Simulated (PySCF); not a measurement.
## Correlation energy of Ar⁺ (argon, charge +1)

[Ne] 3s1 3p5 3d1, one real determinant (an excited configuration). All numbers are calculated (PySCF 2.14, scalar relativity by spin-free X2C-1e, in aug-cc-pCVTZ-DK with one added diffuse shell each of s, p, d, f type (9s8p6d4f, 91 functions)). Frozen: 1s2; 15 electrons correlated.

MP2 pair energies summed by pair of shells (mhartree):

```json
{"pair": "2p-2p", "energy": "-180.38", "share (%)": "35.1"}
{"pair": "3p-3p", "energy": "-152.52", "share (%)": "29.7"}
{"pair": "2s-2p", "energy": "-54.86", "share (%)": "10.7"}
{"pair": "2p-3p", "energy": "-45.00", "share (%)": "8.8"}
{"pair": "3p-3d", "energy": "-32.63", "share (%)": "6.4"}
{"pair": "3s-3p", "energy": "-18.35", "share (%)": "3.6"}
{"pair": "2s-2s", "energy": "-9.76", "share (%)": "1.9"}
{"pair": "2s-3p", "energy": "-7.79", "share (%)": "1.5"}
{"pair": "2p-3s", "energy": "-6.98", "share (%)": "1.4"}
{"pair": "2p-3d", "energy": "-2.00", "share (%)": "0.4"}
{"pair": "2s-3s", "energy": "-1.43", "share (%)": "0.3"}
{"pair": "3s-3d", "energy": "-1.15", "share (%)": "0.2"}
{"pair": "2s-3d", "energy": "-0.33", "share (%)": "0.1"}
```

Total MP2 correlation energy: -513.20 mhartree.

Same-spin part -130.92 and opposite-spin part -382.28 mhartree; SCS-MP2 scales them by 1/3 and 6/5 to -502.37 mhartree.

The reference is one real determinant that mixes LS terms of this configuration.
